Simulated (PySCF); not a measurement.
**Selenium: highly charged ions in a basis for the neutral atom**

Se⁹⁺ [Ar] 3d7, Se¹⁰⁺ [Ar] 3d6. Calculation: PySCF 2.14, in cc-pVTZ-PP with ECP10MDF; scalar relativity through the core potential. No spin-orbit coupling, so a gap to NIST mixes the basis error with missing relativistic terms.

Changed run: basis of the neutral atom used for a highly charged ion. This setting is unsound on purpose.

```
species  method  sound run (hartree)  changed run (hartree)  converged
   Se⁹⁺     UHF              not run             -341.81441        yes
   Se⁹⁺    TPSS              not run             -342.53851        yes
   Se⁹⁺     PBE              not run             -342.53731        yes
  Se¹⁰⁺     UHF              not run             -332.07079        yes
  Se¹⁰⁺    TPSS              not run             -332.69635        yes
  Se¹⁰⁺     PBE              not run             -332.69974        yes
```

Ionisation energy of Se⁹⁺:

| method | changed run (eV) | NIST (eV) |
| --- | --- | --- |
| UHF | 265.14 | 255 ± 2.2 |
| TPSS | 267.82 | 255 ± 2.2 |
| PBE | 267.69 | 255 ± 2.2 |

The contracted functions were made for the neutral atom and can be too rigid for a highly charged ion.
